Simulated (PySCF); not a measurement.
## Electron correlation in Au²⁺ (gold, charge +2)

[Xe] 4f14 5d9, 2D determinant. All numbers are calculated (PySCF 2.14, a scalar-relativistic core potential, in def2-TZVPPD with the def2 core potential (60 electrons) (6s5p3d2f1g, 59 functions)). Frozen: 5s2 5p6; 9 electrons correlated.

```json
{"level": "CCSD", "correlation energy (mhartree)": "-243.85"}
{"level": "(T)", "correlation energy (mhartree)": "-7.27"}
{"level": "CCSD(T)", "correlation energy (mhartree)": "-251.12"}
```

Diagnostics: T1 = 0.0049, D1 = 0.0165, largest double amplitude 0.033.

Is a single reference adequate?

Yes, within this model without spin-orbit coupling: T1 lies below 0.03 and no double amplitude reaches 0.07.
